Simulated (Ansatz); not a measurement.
```yaml
crystal:
  periodic: [false, false, false]
  atoms:
    - {symbol: C, position_ang: [-1.196039, 0.227549, 0.238341]}
    - {symbol: Mo, position_ang: [0.045506, 0.109878, -0.494629]}
    - {symbol: C, position_ang: [0.985490, -0.399527, 0.272193]}
    - {symbol: S, position_ang: [-0.153167, -0.719349, -1.359774]}
    - {symbol: S, position_ang: [0.443116, 1.222361, -1.006501]}
    - {symbol: H, position_ang: [-1.392561, -0.363949, 0.436695]}
    - {symbol: H, position_ang: [-1.064017, 0.644829, 0.699737]}
    - {symbol: H, position_ang: [-1.766035, 0.460257, -0.164122]}
    - {symbol: H, position_ang: [1.801654, -0.479684, -0.061902]}
    - {symbol: H, position_ang: [0.935218, -1.083374, 0.591062]}
    - {symbol: H, position_ang: [1.080326, 0.095827, 0.892707]}
basis:
  gaussian: {orbitals: def2-mTZVP, fitting: {mean_field: def2-universal-jkfit}}
hamiltonian: {xc: {name: B3LYP}}
accuracy: high
```

```sh
$ ansatz run in.yaml --threads 4 --pin off --events-out ev --progress --plain --max-ram 11315MiB
```

Output, abridged:

```
Functional definition: B3LYP
769 factors; integrals over basis functions are off by at most 1.2e0 eV
mean field evaluation 1: about -25479.7888 eV, gradient 2.0e2 eV
mean field evaluation 2: about -24978.4096 eV, gradient 4.8e2 eV
mean field evaluation 4: about -25548.7112 eV, gradient 4.9e1 eV
mean field evaluation 8: about -25553.2566 eV, gradient 7.1e-1 eV
mean field evaluation 16: about -25553.2598 eV, gradient 7.2e-4 eV
mean field -25553.25976086 eV, -939.0649755900 hartree, gradient 4.7e-8 eV, S^2 0.000000; 0 other end points of the search recorded, 0 dependent functions left out
reference -25553.25979864 eV, -939.0649769784 hartree; 32, 32 occupied and 101, 101 virtual orbitals, 769 factors
Total energy: -25553.25979864 eV, -939.0649769784 hartree
```

**Question.** Something in this input is off. What?

**Answer.** The geometry is squeezed to about two thirds of its size. The calculation finished and met its thresholds. The result belongs to that input, not to the molecule as meant.

B3LYP here is the variant with VWN-RPA as its local correlation; programs differ in this.
